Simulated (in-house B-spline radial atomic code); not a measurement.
Sn⁴⁺. Computed with a B-spline radial atomic code. Model: all-electron spherical atom, spin shells full or empty, radial basis limit, no spin-orbit coupling, Breit or QED, empty-state partial waves extrapolated as (l+1/2)^-4, RPA, G0W0 and static COHSEX of the highest shell as one setting changes (uncorrelated shells keep exact exchange).

Given: element Sn; charge 4; filled core Kr; hamiltonian one-electron scalar X2C; mean-field start HSE06; highest l of empty states 9; nuclear rms radius 4.6519 fm; highest mean-field shell 4d.

Shell: 4d 5 5 (electrons up and down).

| lowest nl shells left uncorrelated | RPA correlation energy (hartree) | G0W0 level (eV) | G0W0 minus most complete (meV) | COHSEX level (eV) | linearised minus solved G0W0 (meV) |
| --- | --- | --- | --- | --- | --- |
| 0 | -3.5808 | -77.269 | 0 | -80.996 | -18.4 |
| 1 | ? | ? | ? | ? | ? |
| 2 | -3.2137 | -77.265 | 4.1 | -80.992 | -18.4 |
| 3 | -2.6628 | -77.255 | 13.3 | -81.002 | -18.3 |
| 4 | -2.4831 | -77.247 | 21.5 | -80.985 | -18.3 |
| 5 | -1.9562 | -77.219 | 49.6 | -80.933 | -18.2 |
| 6 | -1.1327 | -77.122 | 146.6 | -80.7 | -17.7 |
| 7 | ? | ? | ? | ? | ? |
| 8 | -0.54011 | -77.759 | -490.2 | -81.147 | -21.4 |

Problem. What follows for lowest nl shells left uncorrelated = 7?

Solution. RPA correlation energy -0.9737 hartree; G0W0 level -77.158 eV; G0W0 minus most complete 110.7 meV; COHSEX level -80.667 eV; linearised minus solved G0W0 -18 meV.

Problem. What follows for lowest nl shells left uncorrelated = 1?

Solution. RPA correlation energy -3.4066 hartree; G0W0 level -77.269 eV; G0W0 minus most complete 0.2 meV; COHSEX level -80.996 eV; linearised minus solved G0W0 -18.4 meV.
